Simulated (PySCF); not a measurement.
C₃H₄ClF, SMILES C(=C\F)(/Cl)C. Atoms are numbered in the order given.

```xyz
9

C     -1.6316    -0.1900     0.0000
C     -0.1596     0.0180     0.0000
Cl     0.3904     1.6645     0.0000
C      0.7621    -0.9471     0.0000
F      0.4151    -2.2322     0.0000
H     -2.0889     0.2736     0.8881
H     -1.8602    -1.2639     0.0000
H     -2.0889     0.2736    -0.8881
H      1.8406    -0.7750     0.0000
```

Geometry: PBE0-D3(BJ)/def2-SVP.

Calculation: PySCF with PBE/def2-TZVP.

Atomic charges (e):

```json
[
 {"atom": "C1", "meta-Löwdin": "-0.35", "Mulliken": "-0.34"},
 {"atom": "C2", "meta-Löwdin": "-0.03", "Mulliken": "…"},
 {"atom": "Cl3", "meta-Löwdin": "-0.04", "Mulliken": "-0.11"},
 {"atom": "C4", "meta-Löwdin": "0.12", "Mulliken": "…"},
 {"atom": "F5", "meta-Löwdin": "-0.23", "Mulliken": "-0.16"},
 {"atom": "H6", "meta-Löwdin": "0.14", "Mulliken": "…"},
 {"atom": "H7", "meta-Löwdin": "0.14", "Mulliken": "…"},
 {"atom": "H8", "meta-Löwdin": "0.14", "Mulliken": "…"},
 {"atom": "H9", "meta-Löwdin": "0.13", "Mulliken": "0.12"}
]
```

**Question.** Complete the blanks. (An estimate is asked for; the answer gives what the named calculation found.)

**Answer.** 
- C2, Mulliken: 0.06
- C4, Mulliken: 0.02
- H6, Mulliken: 0.14
- H7, Mulliken: 0.14
- H8, Mulliken: 0.14

Computed Mayer and Wiberg (Löwdin basis) orders of the bonds:
```tsv
bond	Mayer	Wiberg
C1–C2	0.98	1.32
C2–Cl3	1.03	1.65
C2–C4	1.80	1.99
C4–F5	1.09	1.78
C1–H6	0.95	0.88
C1–H7	0.95	0.88
C1–H8	0.95	0.88
C4–H9	0.97	0.87
```
